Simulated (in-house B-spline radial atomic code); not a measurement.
**Mg IX (Mg8+): [He] 2s2**

Computed with a radial B-spline atomic code at the basis-set limit: non-relativistic PW91, spin-polarised, spherical fractional occupations, point nucleus.

Effective charges: Z_r = [3n² - l(l+1)]/(2<r>) from the radius, Z_e = n√(-2ε) from the energy, and Slater's rules. Values are occupation-weighted means over spin.

| shell | electrons | ε (eV) | <r> (bohr) | Z_r | Z_e | Slater |
| --- | --- | --- | --- | --- | --- | --- |
| 1s | 2 | -1570.9 | 0.13 | 11.54 | 10.75 | 11.70 |
| 2s | 2 | -309.15 | 0.5731 | 10.47 | 9.53 | 9.95 |

The least bound orbital is 2s at -309.2 eV, and it is also the most diffuse (<r> = 0.5731 bohr).

The density falls to 0.001 bohr⁻³ at 1.478 bohr; Σ<r²> = 0.81424 bohr² gives, by the non-relativistic formula and without the paramagnetism of open shells, a Langevin diamagnetic susceptibility of -0.6449×10⁻⁶ cm³/mol.
